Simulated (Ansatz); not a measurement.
Cost and result for the atomization energy of CH4ClFGeS (`C[S][GeH]([F])[Cl]`) (9 atoms, 8 bonds).

```xyz
9

C    -0.796    1.284    0.459
S    -0.025    0.817   -1.120
Ge    0.636   -1.192   -0.573
F     1.608   -1.740   -1.890
Cl    1.896   -1.143    1.159
H    -0.066    1.273    1.267
H    -1.642    0.641    0.701
H    -1.159    2.302    0.321
H    -0.452   -2.241   -0.324
```

The species carries charge 0 and has multiplicity 1. Correlated methods include outer-core shells of Ge, which these sets cover unevenly. Scalar relativity is left out up to krypton. All single points use the PBE0-D4/def2-TZVP geometry. It is one conformer, not always the lowest. Program: Ansatz. All runs use 4 threads of an Arm Neoverse V2 on a shared host. Times are those of one run each, without the atoms' runs, and a repeat can differ threefold. Electronic energies, without spin–orbit coupling; frozen cores. CCSD(T)/CBS adds CCSD(T) − MP2 in def2-TZVPP to the MP2 limit, and its time is that of the two runs behind it. T1 = 0.011. With those shells the extrapolation isn't a true limit. B3LYP takes the VWN-RPA correlation (the form of Gaussian; ORCA's B3LYP/G). HSE06 is the plane-wave form, built on full-range PBE exchange.

CCSD(T)/CBS is a level of theory with its own doubt, some kJ/mol a heavy atom from the limit and from the frozen cores, so smaller differences don't rank the functionals.

```csv
level,functions,wall time
BLYP-D4/def2-TZVPP,250,2.1 s
PBE-D4/def2-TZVPP (with forces),250,2.6 s
BHLYP-D4/def2-TZVPP,250,4 s
HSE06-D4/def2-TZVPP,250,4.3 s
CAM-B3LYP-D4/def2-TZVPP,250,4.5 s
r2SCAN-D4/def2-TZVPP (with forces),250,5.5 s
B3LYP-D4/def2-TZVPP (with forces),250,6 s
B2PLYP/def2-TZVPP,250,6.5 s
PBE-QIDH/def2-TZVPP,250,6.5 s
CCSD(T)/def2-SVP,116,8 s
MP2/def2-QZVPP,463,22 s
CCSD(T)/def2-TZVPP,250,3.8 min
CCSD(T)/CBS(def2),–,4.2 min
```

**Question.** What atomization energy does each give, and how far from CCSD(T)/CBS? (An estimate is asked.)

**Answer.** The calculation gave: 
```csv
level,atomization (kcal/mol),difference from CCSD(T)/CBS,per bond
BLYP-D4/def2-TZVPP,712.8,-9.9,-1.2
PBE-D4/def2-TZVPP (with forces),733.1,10.4,1.3
BHLYP-D4/def2-TZVPP,694.6,-28.1,-3.5
HSE06-D4/def2-TZVPP,720.6,-2.1,-0.3
CAM-B3LYP-D4/def2-TZVPP,717.3,-5.4,-0.7
r2SCAN-D4/def2-TZVPP (with forces),725.5,2.8,0.4
B3LYP-D4/def2-TZVPP (with forces),714.0,-8.7,-1.1
B2PLYP/def2-TZVPP,708.9,-13.8,-1.7
PBE-QIDH/def2-TZVPP,717.8,-4.9,-0.6
CCSD(T)/def2-SVP,670.3,-52.4,-6.6
MP2/def2-QZVPP,730.3,7.6,0.9
CCSD(T)/def2-TZVPP,703.9,-18.8,-2.4
CCSD(T)/CBS(def2),722.7,0.0,0.0
```

At CCSD(T), def2-SVP lies −52.4 kcal/mol from the extrapolated value and def2-TZVPP −18.8 kcal/mol: correlation converges slowly with the basis, and small sets miss more of it in the bonded molecule than in its fragments. From r2SCAN to r2SCAN0 (25 % exact exchange), in def2-TZVPP and without D4, the atomization energy moves by −13.4 kcal/mol: exact exchange takes away binding that semilocal exchange gives to molecules. In def2-TZVPP, CCSD(T) changes the Hartree–Fock value by +184.1 kcal/mol (the triples alone add +12.9 kcal/mol) and MP2 by +199.4 kcal/mol; breaking electron pairs costs correlation energy, which Hartree–Fock lacks.

For some Ge, Se and Sn compounds the MP2-based and the directly extrapolated limit differ by 10 to 25 kJ/mol.
